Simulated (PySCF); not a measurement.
Planning a spin–spin coupling job on `O[C@@H]1CC12CCC2`.

Method: KT3/cc-pVDZ indirect spin-spin coupling, non-relativistic, gas phase (PySCF 2.14.0, density-fitted response routines). Geometry: GFN2-xTB. Work: spin–spin couplings from 16 perturbed nuclei, spin–dipole term left out, density fitting. The input is one job of a driver script: a line of settings, then coordinates in Å.

Command:
```bash
OMP_NUM_THREADS=1 python probes_run.py task.json out
```

Input:
```
{"job": {"kind": "j", "xc": "KT3", "basis": "cc-pVDZ", "grid": 4, "scf": {"damp": 0.2}}, "charge": 0, "multiplicity": 1}
O     -1.911646     1.376392     1.039611
C     -1.614263     0.292525     0.220709
C     -1.140253    -1.017349     0.791035
C     -0.205106    -0.153464    -0.008591
C      0.463008    -0.497615    -1.329784
C      1.749718     0.177482    -0.819613
C      1.051446     0.532204     0.506271
H     -1.261749     1.408034     1.750532
H     -2.311549     0.273904    -0.607033
H     -0.979972    -1.078203     1.858514
H     -1.502661    -1.933047     0.349591
H      0.555593    -1.565581    -1.522628
H      0.011207    -0.020216    -2.198310
H      2.064220     1.039021    -1.403338
H      2.592897    -0.500116    -0.707223
H      1.494723     0.074693     1.390885
H      0.937387     1.603365     0.679462
```

Hardware: one thread of an Arm Neoverse V2, no GPU, shared host with 96 logical CPUs at a one-minute load of 72. PySCF's memory limit was set to 1200 MB.

The basis has 148 functions.

Question: Which is nearest to the wall time?
A. 58 s
B. 7.3 s
C. 0.97 s

Answer: A. The run took 58 s. The SCF took 19 cycles.

Estimate the peak memory.

About 0.51 GiB. Peak memory is the resident size of the whole Python process, interpreter and libraries included.

At this speed, how long would 100 such jobs take on 8 cores, one job a core?

100/8 gives 13 rounds of 58 s, about 13 min of wall time and 1.6 core-hours, if the jobs don't slow each other.

The SCF part of the output:
```
damping 0.20 in the first 6 cycles
final grid: 356992 points
cycle   1  E = -314.5198825076  dE =  9.411e-01  |g| = 8.071e-01  |ddm| = 8.084e+00
cycle   2  E = -314.5038057702  dE =  1.608e-02  |g| = 8.841e-01  |ddm| = 2.799e+00
cycle   3  E = -314.4701653205  dE =  3.364e-02  |g| = 9.999e-01  |ddm| = 2.748e+00
cycle   4  E = -314.3329273578  dE =  1.372e-01  |g| = 1.274e+00  |ddm| = 3.230e+00
cycle   5  E = -314.2177759384  dE =  1.152e-01  |g| = 1.513e+00  |ddm| = 3.838e+00
cycle   6  E = -310.6282363862  dE =  3.590e+00  |g| = 3.619e+00  |ddm| = 9.806e+00
cycle   7  E = -293.2231144169  dE =  1.741e+01  |g| = 7.119e+00  |ddm| = 2.128e+01
cycle   8  E = -313.6889345241  dE = -2.047e+01  |g| = 2.181e+00  |ddm| = 1.769e+01
cycle   9  E = -314.3145821524  dE = -6.256e-01  |g| = 1.116e+00  |ddm| = 4.273e+00
cycle  10  E = -314.6361238078  dE = -3.215e-01  |g| = 3.707e-01  |ddm| = 2.266e+00
cycle  11  E = -314.6624001673  dE = -2.628e-02  |g| = 1.699e-01  |ddm| = 7.736e-01
cycle  12  E = -314.6686104472  dE = -6.210e-03  |g| = 5.686e-02  |ddm| = 3.367e-01
cycle  13  E = -314.6694281332  dE = -8.177e-04  |g| = 1.286e-02  |ddm| = 1.121e-01
cycle  14  E = -314.6694647777  dE = -3.664e-05  |g| = 4.299e-03  |ddm| = 2.781e-02
cycle  15  E = -314.6694695997  dE = -4.822e-06  |g| = 1.216e-03  |ddm| = 9.677e-03
cycle  16  E = -314.6694699544  dE = -3.547e-07  |g| = 3.138e-04  |ddm| = 2.430e-03
cycle  17  E = -314.6694699763  dE = -2.187e-08  |g| = 9.762e-05  |ddm| = 6.196e-04
cycle  18  E = -314.6694699788  dE = -2.463e-09  |g| = 1.525e-05  |ddm| = 1.868e-04
cycle  19  E = -314.6694699788  dE = -7.844e-12  |g| = 1.396e-05  |ddm| = 4.912e-05
converged SCF energy = -314.6694699788
```

Times come from a shared host and carry two figures at best.
